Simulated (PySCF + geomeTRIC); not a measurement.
Calculation: B3LYP-D3(BJ)/def2-TZVP in PySCF + geomeTRIC. fastk is a local helper that only speeds up exchange builds. No frequencies were computed at this level.

```python
import json, numpy as np
from pyscf import gto, dft
from fastk import lowrank_exchange
atoms = """
O     -0.911019    -0.518265    -0.703620
C     -0.176294     0.462896    -0.071497
S      1.144362    -0.212415     1.024545
H     -1.384640    -1.049898    -0.051535
H      0.299658     1.064973    -0.845384
H     -0.778478     1.100192     0.585161
H      1.806413    -0.847483     0.062330
"""
def scf(charge, spin, dm0=None):
    mol = gto.M(atom=atoms, basis='def2-tzvp', ecp={}, charge=charge, spin=spin, verbose=3, max_memory=3780)
    mf = dft.KS(mol, xc='b3lyp').density_fit(auxbasis="def2-universal-jkfit")
    mf.disp = 'd3bj'
    mf.grids.level = 3
    mf.conv_tol = 1e-8
    mf.max_cycle = 60
    mf.kernel(dm0)
    if not mf.converged:
        mf = mf.newton().run(mf.mo_coeff, mf.mo_occ).undo_soscf()
    return mf
mf = scf(0, 0)
from pyscf.geomopt.geometric_solver import kernel as optimize
path = []
done, mol = optimize(mf, maxsteps=80, assert_convergence=False, callback=lambda env: path.append((env["energy"], bool(env["g_scanner"].converged))))
res = dict(converged=bool(done and path[-1][1]), energy=path[-1][0], path=[e for e, c in path], xyz=mol.atom_coords(unit="Angstrom").tolist(), nao=mol.nao)
json.dump(res, open("result.json", "w"))
```

Output:

```
converged SCF energy = -514.005805972853
Geometry optimization cycle 1
converged SCF energy = -514.005805972296
cycle 1: E = -514.005805972  dE = -514.006  norm(grad) = 0.0247179
Geometry optimization cycle 2
converged SCF energy = -514.006409244083
cycle 2: E = -514.006409244  dE = -0.000603272  norm(grad) = 0.00846438
Geometry optimization cycle 3
converged SCF energy = -514.006529039046
cycle 3: E = -514.006529039  dE = -0.000119795  norm(grad) = 0.00376388
Geometry optimization cycle 4
converged SCF energy = -514.006603765516
cycle 4: E = -514.006603766  dE = -7.47265e-05  norm(grad) = 0.00242957
Geometry optimization cycle 5
converged SCF energy = -514.006623164721
cycle 5: E = -514.006623165  dE = -1.93992e-05  norm(grad) = 0.00235723
Geometry optimization cycle 6
converged SCF energy = -514.006637328758
cycle 6: E = -514.006637329  dE = -1.4164e-05  norm(grad) = 0.00120912
Geometry optimization cycle 7
converged SCF energy = -514.006639326299
cycle 7: E = -514.006639326  dE = -1.99754e-06  norm(grad) = 0.000337752
Geometry optimization cycle 8
converged SCF energy = -514.00663950849
cycle 8: E = -514.006639508  dE = -1.82191e-07  norm(grad) = 3.97394e-05
<class 'geometric.internal.Distance'> : 6
<class 'geometric.internal.Angle'> : 8
<class 'geometric.internal.Dihedral'> : 6
<class 'geometric.internal.TranslationX'> : 1
<class 'geometric.internal.TranslationY'> : 1
<class 'geometric.internal.TranslationZ'> : 1
<class 'geometric.internal.RotationA'> : 1
<class 'geometric.internal.RotationB'> : 1
<class 'geometric.internal.RotationC'> : 1
Step    0 : Gradient = 9.343e-03/1.636e-02 (rms/max) Energy = -514.0058059723
Step    1 : Displace = 1.584e-02/2.760e-02 (rms/max) Trust = 1.000e-01 (=) Grad = 3.199e-03/6.546e-03 (rms/max) E (change) = -514.0064092441 (-6.033e-04) Quality = 1.111
Step    2 : Displace = 8.897e-03/1.351e-02 (rms/max) Trust = 1.414e-01 (+) Grad = 1.423e-03/2.683e-03 (rms/max) E (change) = -514.0065290390 (-1.198e-04) Quality = 1.461
Step    3 : Displace = 1.353e-02/2.492e-02 (rms/max) Trust = 2.000e-01 (+) Grad = 9.183e-04/1.545e-03 (rms/max) E (change) = -514.0066037655 (-7.473e-05) Quality = 1.194
Step    4 : Displace = 6.986e-03/1.334e-02 (rms/max) Trust = 2.828e-01 (+) Grad = 8.910e-04/1.829e-03 (rms/max) E (change) = -514.0066231647 (-1.940e-05) Quality = 1.493
Step    5 : Displace = 8.463e-03/1.631e-02 (rms/max) Trust = 3.000e-01 (+) Grad = 4.570e-04/9.857e-04 (rms/max) E (change) = -514.0066373288 (-1.416e-05) Quality = 1.216
Step    6 : Displace = 1.836e-03/3.617e-03 (rms/max) Trust = 3.000e-01 (=) Grad = 1.277e-04/2.526e-04 (rms/max) E (change) = -514.0066393263 (-1.998e-06) Quality = 1.213
Step    7 : Displace = 3.545e-04/5.097e-04 (rms/max) Trust = 3.000e-01 (=) Grad = 1.502e-05/2.512e-05 (rms/max) E (change) = -514.0066395085 (-1.822e-07) Quality = 1.007
Converged! =D
```

Cost: about 80 core-seconds (a rough figure).
